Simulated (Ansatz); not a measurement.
C₃H₈AlF, SMILES `C[CH2][Al]([CH3])[F]`, 13 atoms. Charge 0, multiplicity 1. All runs use 4 threads of a server CPU on a shared host. Correlated methods freeze the cores.

(1) How many basis functions does each run have, and how long does it take in Ansatz? RKS ωB97M-V/def2-QZVPP energy; RKS ωB97M-V/def2-TZVPP energy and forces; direct RPA on PBE orbitals/def2-TZVPP energy; RKS SPW92/def2-TZVPP energy; RKS PBE0-D4/def2-SVP energy; RKS ωB97X-V/def2-TZVPP energy; RKS PBE0-D4/def2-QZVPP energy; RHF-MP2/def2-QZVPP energy; RHF-CCSD(T)/def2-TZVPP energy; RKS PBE0-D4/def2-TZVP relaxation (5 steps); RKS ωB97M-V/def2-SVP energy; RKS PBE0-D4/def2-TZVP frequencies. (Estimate.)

Answers

(1) The calculation gave: Other jobs shared the machine, so times are rough.

| level | job | functions | wall time | peak host memory (GiB) |
| --- | --- | --- | --- | --- |
| RKS PBE0-D4/def2-SVP | energy | 114 | 1.2 s | 0.25 |
| RKS SPW92/def2-TZVPP | energy | 278 | 1.4 s | 0.35 |
| RKS ωB97M-V/def2-SVP | energy | 114 | 5.5 s | 0.36 |
| direct RPA on PBE orbitals/def2-TZVPP | energy | 278 | 7 s | 0.74 |
| RKS ωB97X-V/def2-TZVPP | energy | 278 | 9 s | 0.85 |
| RKS PBE0-D4/def2-QZVPP | energy | 538 | 10 s | 1.9 |
| RKS ωB97M-V/def2-TZVPP | energy and forces | 278 | 13 s | 1 |
| RKS PBE0-D4/def2-TZVP | relaxation (5 steps) | 209 | 21 s | 0.52 |
| RKS ωB97M-V/def2-QZVPP | energy | 538 | 24 s | 2.4 |
| RHF-MP2/def2-QZVPP | energy | 538 | 28 s | 3.7 |
| RKS PBE0-D4/def2-TZVP | frequencies | 209 | 3.3 min | 0.52 |
| RHF-CCSD(T)/def2-TZVPP | energy | 278 | 4.1 min | 7.9 |
